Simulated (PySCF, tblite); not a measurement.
Isomers of C6H11FSi2, one GFN2-xTB conformer each. Single-point energies are computed at PBE0/pcSseg-1 (PySCF, gas phase, no added dispersion term), electronic only.

Question: Rank them by PBE0/pcSseg-1 energy, lowest first (kcal/mol).
A. `[CH2:1]=[CH:2][C@@H:3]1[SiH2:4][CH:5]=[CH:6][SiH2:7][C@@H:8]1[F:9]` with C1–C2–C3–Si4 -105°, C2–C3–Si4–C5 -174°, C3–Si4–C5–C6 17°, C5–C6–Si7–C8 10°, C6–Si7–C8–F9 75°
B. `[CH:1]#[C:2][C@@H:3]([SiH3:4])[SiH2:5]/[CH:6]=[CH:7]\[CH2:8][F:9]` with C2–C3–Si5–C6 173°, C3–Si5–C6–C7 179°, C6–C7–C8–F9 1°
C. `[CH:1]#[C:2][SiH2:3][Si@H:4]1[CH2:5][C@H:6]([CH2:7][F:8])[CH2:9]1` with C2–Si3–Si4–C5 147°, C5–C6–C7–F8 -177°, Si3–Si4–C5–C6 124°, Si4–C5–C6–C7 106°, C5–C6–C9–Si4 11°, Si3–Si4–C9–C6 -124°
D. `[CH:1]#[C:2][Si@@H:3]1[SiH2:4][C@H:5]([CH2:6][CH3:7])[C@H:8]1[F:9]` with Si4–C5–C6–C7 66°, C2–Si3–Si4–C5 -114°, Si3–Si4–C5–C6 135°, Si4–C5–C8–F9 -136°, C2–Si3–C8–C5 128°
E. `[CH3:1][C:2]#[C:3][Si@@H:4]1[CH2:5][SiH2:6][C@@H:7]([F:8])[CH2:9]1` with C3–Si4–C5–Si6 -126°, Si4–C5–Si6–C7 -10°, C5–Si6–C7–F8 -85°, Si6–C7–C9–Si4 -42°

Answer: E (0.0), A (9.4), C (32.8), D (33.9), B (43.5).

As drawn, the highest has a C=C bond outside aromatic rings, which the lowest lacks. Neighbours under 2.5 kcal/mol apart (C#C[SiH2][Si@H]1C[C@H](CF)C1 and C#C[Si@@H]1[SiH2][C@H](CC)[C@H]1F) can change places with a better method, another conformer or zero-point energy. GFN2-xTB itself gives, in the same order: 0.9, 0.0, 21.0, 22.0, 23.3. GFN2-xTB puts C=C[C@@H]1[SiH2]C=C[SiH2][C@@H]1F lowest instead; measured from each level's own lowest isomer, the values differ by up to 20.2 kcal/mol (C#C[C@@H]([SiH3])[SiH2]/C=C\CF: 23.3 against 43.5).

Which frontier levels, dipoles and rotational constants go with these structures?

```
                           SMILES  HOMO (eV, PBE0/pcSseg-1)  LUMO (eV)  dipole (D)       A, B, C (MHz)
   CC#C[Si@@H]1C[SiH2][C@@H](F)C1                     -7.52       0.12        2.97  2476, 544.7, 499.0
C=C[C@@H]1[SiH2]C=C[SiH2][C@@H]1F                     -7.26      -0.86        1.58  1679, 934.0, 744.9
     C#C[SiH2][Si@H]1C[C@H](CF)C1                     -7.66      -0.77        1.61  3433, 428.3, 414.6
C#C[Si@@H]1[SiH2][C@H](CC)[C@H]1F                     -7.47      -0.67        1.90  1683, 709.3, 615.0
   C#C[C@@H]([SiH3])[SiH2]/C=C\CF                     -7.17      -0.60        2.98  2026, 568.1, 473.0
```

What happens when harmonic zero-point energies from GFN2-xTB frequencies are added?

```json
{"SMILES": "CC#C[Si@@H]1C[SiH2][C@@H](F)C1", "ZPE (kcal/mol)": "90.8", "electronic (kcal/mol)": "0.0", "with ZPE (kcal/mol)": "0.0"}
{"SMILES": "C=C[C@@H]1[SiH2]C=C[SiH2][C@@H]1F", "ZPE (kcal/mol)": "89.7", "electronic (kcal/mol)": "9.4", "with ZPE (kcal/mol)": "8.3"}
{"SMILES": "C#C[SiH2][Si@H]1C[C@H](CF)C1", "ZPE (kcal/mol)": "90.9", "electronic (kcal/mol)": "32.8", "with ZPE (kcal/mol)": "33.0"}
{"SMILES": "C#C[Si@@H]1[SiH2][C@H](CC)[C@H]1F", "ZPE (kcal/mol)": "91.0", "electronic (kcal/mol)": "33.9", "with ZPE (kcal/mol)": "34.1"}
{"SMILES": "C#C[C@@H]([SiH3])[SiH2]/C=C\\CF", "ZPE (kcal/mol)": "86.0", "electronic (kcal/mol)": "43.5", "with ZPE (kcal/mol)": "38.8"}
```

The zero-point energies span 5.0 kcal/mol. The order is unchanged.

As an exercise, what shares would exp(−E/RT) give at 1000 K from these electronic energies alone (no entropy, no degeneracies)?

RT = 1.987 kcal/mol: CC#C[Si@@H]1C[SiH2][C@@H](F)C1 99.1 %, C=C[C@@H]1[SiH2]C=C[SiH2][C@@H]1F 0.9 %, C#C[SiH2][Si@H]1C[C@H](CF)C1 under 0.1 %, C#C[Si@@H]1[SiH2][C@H](CC)[C@H]1F under 0.1 %, C#C[C@@H]([SiH3])[SiH2]/C=C\CF under 0.1 %.
